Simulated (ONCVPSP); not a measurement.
## Plane-wave convergence, ONCV potential for As

- Element: arsenic (As)
- Generator: ONCVPSP 4.0.1
- Type: optimised norm-conserving Vanderbilt (ONCV)
- Functional: PBE
- Relativity: fully relativistic
- Frozen core: [Ne]
- Valence charge: 23
- Reference configuration: 3s2 3p6 3d10 4s1 4p4
- Partial waves: 3s+4s: rc 1.15 bohr, ncon 4, nbas 9, qcut 9.6 1/bohr, 2 projectors; 3p+4p: rc 1.15 bohr, ncon 4, nbas 7, qcut 9.5 1/bohr, 2 projectors; 3d: rc 1.30 bohr, ncon 4, nbas 8, qcut 13.8 1/bohr, 2 projectors, debl 2.5 Ha
- Local potential: polynomial inside 0.75 bohr (lpopt 5, dvloc0 -1 Ha)
- Core correction: none

Open shells are filled in proportion to 2j + 1.

Q: For each optimised wave give the share of its norm inside rc, the residual kinetic energy above qcut (Ha) and the cutoffs (Ha) for errors of 10, 1, 0.1 and 0.01 mHa per electron.

A:

```json
{"wave": "3s", "norm inside rc": "0.980", "residual KE": "5.4e-06", "10 mHa": "18.9", "1 mHa": "23.5", "0.1 mHa": "27.5", "0.01 mHa": "42.4"}
{"wave": "4s", "norm inside rc": "0.107", "residual KE": "3.3e-05", "10 mHa": "15.2", "1 mHa": "20.7", "0.1 mHa": "40.7", "0.01 mHa": "97.9"}
{"wave": "3p j=3/2", "norm inside rc": "0.966", "residual KE": "1.3e-03", "10 mHa": "38.2", "1 mHa": "47.6", "0.1 mHa": "107.6", "0.01 mHa": "143.7"}
{"wave": "4p j=3/2", "norm inside rc": "0.048", "residual KE": "3.7e-04", "10 mHa": "31.7", "1 mHa": "41.5", "0.1 mHa": "61.5", "0.01 mHa": "123.9"}
{"wave": "3p j=1/2", "norm inside rc": "0.969", "residual KE": "1.5e-03", "10 mHa": "38.6", "1 mHa": "49.0", "0.1 mHa": "108.9", "0.01 mHa": "148.3"}
{"wave": "4p j=1/2", "norm inside rc": "0.052", "residual KE": "4.6e-04", "10 mHa": "32.5", "1 mHa": "42.3", "0.1 mHa": "67.5", "0.01 mHa": "128.8"}
{"wave": "3d j=5/2", "norm inside rc": "0.942", "residual KE": "2.2e-07", "10 mHa": "61.5", "1 mHa": "71.5", "0.1 mHa": "79.6", "0.01 mHa": "85.7"}
{"wave": "d projector 2 j=5/2", "norm inside rc": "0.039", "residual KE": "2.7e-07", "10 mHa": "51.7", "1 mHa": "65.5", "0.1 mHa": "76.3", "0.01 mHa": "84.5"}
{"wave": "3d j=3/2", "norm inside rc": "0.944", "residual KE": "2.2e-07", "10 mHa": "61.6", "1 mHa": "71.5", "0.1 mHa": "79.7", "0.01 mHa": "85.7"}
{"wave": "d projector 2 j=3/2", "norm inside rc": "0.039", "residual KE": "2.8e-07", "10 mHa": "51.8", "1 mHa": "65.7", "0.1 mHa": "76.4", "0.01 mHa": "84.6"}
```

The occupied waves need 72 Ha and 109 Ha for 1 and 0.1 mHa.
